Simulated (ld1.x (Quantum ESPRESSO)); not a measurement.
u(r) = r·R(r): atom against pseudo-atom (rhodium)

Columns: radius, all-electron u(r) and pseudo u(r) of the 4d shell (level -4.71 eV) of rhodium in the configuration [Kr] 4d8.5 5s0.5 5p0; PBE, scalar-relativistic, TM scheme, ld1.x (Quantum ESPRESSO) 7.5.

```tsv
r (bohr)	all-electron	pseudo
0.168	0.3431	-0.0159
0.335	0.2991	-0.1109
0.503	-0.0964	-0.3023
0.670	-0.4609	-0.5290
0.838	-0.6937	-0.7119
1.005	-0.8018	-0.8077
1.172	-0.8256	-0.8275
1.340	-0.8005	-0.8007
1.508	-0.7505	-0.7505
1.675	-0.6905	-0.6905
1.842	-0.6283	-0.6283
2.010	-0.5676	-0.5676
2.178	-0.5108	-0.5108
2.345	-0.4590	-0.4590
2.512	-0.4120	-0.4120
2.680	-0.3694	-0.3694
2.848	-0.3311	-0.3311
3.015	-0.2970	-0.2970
3.182	-0.2665	-0.2665
3.350	-0.2391	-0.2391
3.518	-0.2145	-0.2145
3.685	-0.1927	-0.1927
3.852	-0.1732	-0.1732
4.020	-0.1556	-0.1556
4.188	-0.1398	-0.1398
4.355	-0.1258	-0.1258
```

Q: How many radial nodes do the two functions have?

A: The all-electron 4d function has n − l − 1 = 1; the pseudo-wave has 0, since the states of the same l below it are removed with the core.

Q: At about which radius was the pseudo-wave matched?

A: 1.55 bohr. The columns agree to 0.0005 from 1.34 bohr on; several derivatives are matched, so the curves merge somewhat inside the radius.

Q: Where does each function peak?

A: Outermost all-electron maximum near 1.17 bohr, pseudo maximum near 1.17 bohr (to the table’s step).

Q: Is the pseudo-wave norm-conserving?

A: Yes: the TM scheme keeps the norm inside the radius equal to the all-electron one, which fixes the energy derivative of the logarithmic derivative at the level.
